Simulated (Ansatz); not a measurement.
singlet silylene (H2Si), singlet, geometry from GFN2-xTB.

Ansatz (a program for electronic structure) was given this input:
Ansatz 0.2 input:
```yaml
crystal:
  periodic: [false, false, false]
  atoms:
    - {symbol: Si, position_ang: [-0.00666824, -0.00277970, 0.12275926]}
    - {symbol: H, position_ang: [0.04778718, 1.13172388, -0.83406892]}
    - {symbol: H, position_ang: [0.04556812, -1.09280805, -0.88456070]}
basis:
  gaussian:
    orbitals: def2-SVP
magnetization: {spin_polarized: false}
correlation: {method: ccsd, diis_vectors: 2}
```

Problem. What does this run give for the coupled-cluster correlation energy (without the perturbative part), MP2 correlation energy, total energy, number of basis functions, T1 diagnostic?

Solution. 
```yaml
coupled-cluster correlation energy (without the perturbative part): -0.1141 Eh
MP2 correlation energy: -0.0866 Eh
total_energy: -290.0385 Eh
number_of_basis_functions: 28
T1 diagnostic: 0.013
```
